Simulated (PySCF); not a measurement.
# Ionisation energy of Mg⁺ by level of theory

Mg⁺ [Ne] 3s1 (2S) → Mg²⁺ [Ne] (1S), as a difference of total energies. Calculation: PySCF 2.14, in x2c-TZVPPall (5s4p3d, 32 functions); scalar relativity by spin-free X2C-1e. Correlated levels: valence and next inner shell: 1s2 frozen. The calculations carry no spin-orbit coupling.

```
                                method  ionisation energy (eV)  error (eV)
                                   UHF                  14.734      -0.301
    MP2 (valence and next inner shell)                  14.895      -0.140
SCS-MP2 (valence and next inner shell)                  14.859      -0.176
   CCSD (valence and next inner shell)                  14.897      -0.138
CCSD(T) (valence and next inner shell)                  14.901      -0.134
  CCSDT (valence and next inner shell)                  14.901      -0.134
```

Reference: 15.035 eV (measured; NIST Atomic Spectra Database, ionization energies).

Errors of the correlated levels include the incompleteness of this basis and the frozen core.
